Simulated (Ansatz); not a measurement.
Consider the isomerisation: `F[Si]([SiH2])(Cl)Cl`• → `F[SiH](Cl)[SiH]Cl`•.

Calculated with Ansatz (gas phase, PBE0-D4/def2-TZVP geometries, no zero-point term in ΔE). CCSD(T)/CBS adds triple-zeta CCSD(T) − MP2 to the extrapolated MP2 energy (def2 sets, frozen cores). Functionals use def2-TZVPP. B3LYP here is the variant with VWN-RPA as its local correlation; programs differ in this. HSE06 is defined as in plane-wave codes. Open shells (•) are unrestricted, without spin–orbit coupling. Each species was taken in one conformer, which may not be the lowest.

```csv
level,ΔE (kcal/mol),difference from CCSD(T)/CBS
PBE0-D4,3.3,-0.2
B3LYP-D4,2.6,-0.9
r2SCAN0-D4,3.7,0.2
HSE06-D4,3.2,-0.3
PBE0,2.8,-0.7
r2SCANh,3.6,0.1
r2SCAN0,3.6,0.1
HSE06,2.8,-0.7
MP2/def2-TZVPP,4.3,0.8
CCSD(T)/def2-TZVPP,3.8,0.3
CCSD(T)/CBS,3.5,0
```

Largest T1 diagnostic among the species: 0.013.

In def2-TZVPP, CCSD(T) changes the Hartree–Fock value by +1.5 kcal/mol (the triples alone add +0.2 kcal/mol) and MP2 by +1.9 kcal/mol. From BLYP to BHLYP (50 % exact exchange), in def2-TZVPP and without D4, ΔE moves by +1.1 kcal/mol.

CCSD(T)/CBS has its own doubt, a few kJ/mol and more with outer-core shells, so smaller differences from it don't rank the levels.
